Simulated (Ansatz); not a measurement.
A run for Ansatz (a first-principles code): U-B3LYP/def2-TZVPP on BeC-, 2S+1 = 4, a spin state set in the input, which need not be the lowest, a point of a bond scan (R = 1.706 Å). Charge -1.

Ansatz 0.2 input:
```yaml
crystal:
  periodic: [false, false, false]
  atoms:
    - {symbol: Be, position_ang: [0.00000000, 0.00000000, 0.00000000]}
    - {symbol: C, position_ang: [0.00000000, 0.00000000, 1.70596100]}
basis:
  gaussian:
    orbitals: def2-TZVPP
    pivot_positions_ang: [[0.00000000, 0.00000000, 0.00000000], [0.00000000, 0.00000000, 1.70596100]]
hamiltonian:
  xc: {name: B3LYP}
total_charge: -1
magnetization: {spin_polarized: true, initial_magnetization: 3}
output: {forces: true, orbitals: {seedname: ./end}}
```

Program output:

```
WARN ansatz: RAYON_NUM_THREADS=2 ignored (pool sized by the plan → 2); use --threads N
Functional definition: B3LYP
integrals: 0.00 GiB planned
321 factors; their error is unknown
mean field: 0.11 GiB planned
mean field evaluation 1: about -1431.9649 eV, gradient 1.0e1 eV
mean field evaluation 2: about -1428.6695 eV, gradient 2.5e1 eV
mean field evaluation 4: about -1433.1308 eV, gradient 7.3e-1 eV
mean field evaluation 8: about -1433.1391 eV, gradient 6.7e-2 eV
mean field evaluation 16: about -1433.1392 eV, gradient 6.3e-5 eV
mean field -1433.13921697 eV, -52.6668948071 hartree, gradient 3.5e-5 eV, S^2 3.756934; 3 other end points of the search recorded, 0 dependent functions left out
the calculation of the forces begins
reference -1433.13939649 eV, -52.6669014044 hartree; 7, 4 occupied and 43, 46 virtual orbitals, 321 factors
Total energy: -1433.13939649 eV, -52.6669014044 hartree
Atom 0 at     0.000000     0.000000     0.000000 Å, force    -0.000000    -0.000000     0.088412 eV/Å
Atom 1 at     0.000000     0.000000     1.705961 Å, force     0.000000     0.000000    -0.088412 eV/Å
Dipole moment:    -0.000000     0.000000     0.329569 e Å
```

The calculation finished and met its thresholds.

Cost: about 0.6 core-seconds (a rough figure).
